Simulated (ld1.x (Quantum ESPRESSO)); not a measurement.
# Ru, RRKJ: configuration errors across variants

ld1.x (Quantum ESPRESSO) 7.5 input, shortened:

```
&input
   title='Ru', zed=44., rel=1, dft='PBESOL', iswitch=3,
   config='[Kr] 4d7 5s1 5p0'
 /
 &inputp
   pseudotype=2, tm=.false., rho0=0.005, lloc=0,
   nlcc=.true., new_core_ps=.true., rcore=1.20
 /
3
5P  2  1   0.00   0.00  3.15  3.15  0.0
4D  3  2   7.00   0.00  1.80  1.80  0.0
5S  1  0   1.00   0.00  2.15  2.15  0.0
 &test
   configts(1)='4d7 5s1 5p0'
 /
```

All-electron excitation energies from the reference (eV): (1) 4d7 5s0 5p0 7.299; (2) 4d6 5s0 5p0 25.483; (3) 4d5 5s0 5p0 56.092; (4) 4d4 5s0 5p0 100.582; (5) 4d6 5s1 5p1 5.680; (6) 4d8 5s0 5p0 -0.331; (7) 4d7 5s0.5 5p0 2.875.

A true bound ghost makes a file unfit for plane-wave use even where its test errors are small: the radial tests pick states by their node count and pass the ghost by.

Errors AE − PS in meV (a dash: test not solved or not reliable):

| change | (1) | (2) | (3) | (4) | (5) | (6) | (7) | bound ghosts |
| --- | --- | --- | --- | --- | --- | --- | --- | --- |
| base | -13 | -122 | -652 | -1770 | -128 | -74 | -2.8 | none |
| all radii but the core radius scaled by about 0.80 (s 1.72, p 2.52, d 1.44 bohr) | -8.2 | -114 | -615 | -1730 | -6.0 | -49 | -1.1 | p |
| all radii but the core radius scaled by about 0.95 (s 2.04, p 2.98, d 1.70 bohr) | -11 | -119 | -647 | -1776 | -117 | -68 | -2.4 | none |
| all radii but the core radius scaled by about 1.10 (s 2.36, p 3.46, d 1.98 bohr) | -14 | -124 | -637 | -1680 | -133 | -78 | -3.1 | none |
| all radii but the core radius scaled by about 1.17 (s 2.52, p 3.68, d 2.10 bohr) | -13 | -123 | -617 | -1594 | -128 | -76 | -3.0 | none |
| all radii but the core radius scaled by about 1.29 (s 2.78, p 4.08, d 2.32 bohr) | -10 | -123 | -557 | -1329 | -102 | -63 | -2.2 | none |
| all radii but the core radius scaled by about 1.36 (s 2.92, p 4.28, d 2.46 bohr) | -7.5 | -124 | -515 | -1140 | -81 | -52 | -1.6 | none |

(1) Give the same row for: all radii but the core radius scaled by about 0.86 (s 1.86, p 2.72, d 1.56 bohr).

Results:

(1) -6.9, -113, -626, -1749, -75, -54, -1.5; bound ghosts: none.
